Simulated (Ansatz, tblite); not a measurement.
Cost and result up the ladder for cis-Cu(NH3)2Cl2 (CuN₂Cl₂H₆) (11 atoms). Total charge 0; doublet. Geometry: r2SCAN-D4/def2-SVP.

```xyz
11

Cu    0.044   -0.611    0.597
N    -1.477   -0.031   -0.704
H    -1.927   -0.955   -0.757
H    -1.259    0.284   -1.650
H    -2.157    0.622   -0.309
N     1.420    0.811   -0.058
H     1.929    0.884    0.833
H     1.112    1.743   -0.340
H     2.080    0.477   -0.764
Cl    1.163   -0.612    2.521
Cl   -0.928   -2.612    0.632
```

Ansatz on 4 threads of Arm Neoverse V2 on a shared host; xTB runs through tblite on one thread. Times are rough, summed over both states, and most runs start from the orbitals of an earlier one. No level here is sound enough to serve as a yardstick. The other state is a singlet.

The xTB rows come from tblite. No other spin state of charge 0 was run.

Run but left out: B2PLYP/def2-TZVP (charge +1 singlet: restricted singlet, unstable towards broken spin symmetry).

Raw xTB energies of ions are shifted by several eV, and xTB has no spin-polarisation term.

```tsv
level	functions	wall time	vertical IE (eV)	remarks
GFN2-xTB	41	0.011 s	12.59	–
GFN1-xTB	47	0.012 s	13.05	–
PBE-D4/def2-TZVP	217	7.2 s	8.17	restricted singlet, untested (+1 singlet)
PBE0-D4/def2-TZVP	217	16 s	8.94	restricted singlet, untested (+1 singlet)
```
